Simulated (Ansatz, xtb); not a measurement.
**C7H7N2+: which of two isomers lies lower**

Structure a is `Cc1cc(C#N)cc[nH+]1`, a singlet and structure b is `C1=Nc2cccc[n+]2C1`, a singlet. Both are isolated ions in the gas phase, relaxed with B3LYP-D3(BJ)/def2-SVP.

Q: Estimate E(b) − E(a) at the level CCSD(T)/def2-SVP + ΔMP2/def2-TZVPP.

A: Calculated at CCSD(T)/def2-SVP + ΔMP2/def2-TZVPP: E(b) − E(a) = −15.6 kJ/mol, so structure b lies lower.

How the difference moves with the method:

| level | geometry | E(b) − E(a) (kJ/mol) | departure from the last row (kJ/mol) | job, with rough time for the two |
| --- | --- | --- | --- | --- |
| GFN2-xTB | GFN2-xTB | −117.4 | −101.8 | optimisation, 0.12 s |
| HF/STO-3G | GFN2-xTB | −34.5 | −18.9 | single point, 0.5 s |
| r2SCAN-D4/def2-SVP | GFN2-xTB | −39.3 | −23.7 | single point, 4.8 s |
| B3LYP-D3(BJ)/def2-SVP | B3LYP-D3(BJ)/def2-SVP | −25.7 | −10.2 | optimisation, 36 s |
| HF/def2-SVP | B3LYP-D3(BJ)/def2-SVP | −19.3 | −3.7 | part of the CCSD(T) run |
| MP2/def2-SVP | B3LYP-D3(BJ)/def2-SVP | +7.1 | +22.6 | part of the CCSD(T) run |
| CCSD(T)/def2-SVP | B3LYP-D3(BJ)/def2-SVP | −5.8 | +9.7 | single point |
| CCSD(T)/def2-SVP + ΔMP2/def2-TZVPP | B3LYP-D3(BJ)/def2-SVP | −15.6 |  | single point, 2.6 min |

As drawn, b has 1 C=N, 2 C–N, 1 C–H in place of 1 C–C, 1 C≡N, 1 N–H. Structure a has a 6-membered ring (with an aromatic ring), b a 5-membered ring and a 6-membered ring (with an aromatic ring).

MP2/def2-SVP puts the two in the other order. The largest departure from CCSD(T)/def2-SVP + ΔMP2/def2-TZVPP is that of GFN2-xTB, 101.8 kJ/mol. The last row adds to CCSD(T) the change of the MP2 difference between the two basis sets, here −9.7 kJ/mol.

With thermal terms from frequencies at re-optimised GFN2-xTB minima (ideal gas, soft modes damped towards free rotors, one conformer each, 298.15 K, 1 atm): on the last row, ΔE + ΔZPE = −11.5, ΔH = −16.4, ΔG = −4.5 kJ/mol.

The correlated steps freeze 9 core orbitals. Codes used: Ansatz 0.2.0, xtb 6.7.1; the last row on 4 threads of Arm Neoverse V1 on a shared host.
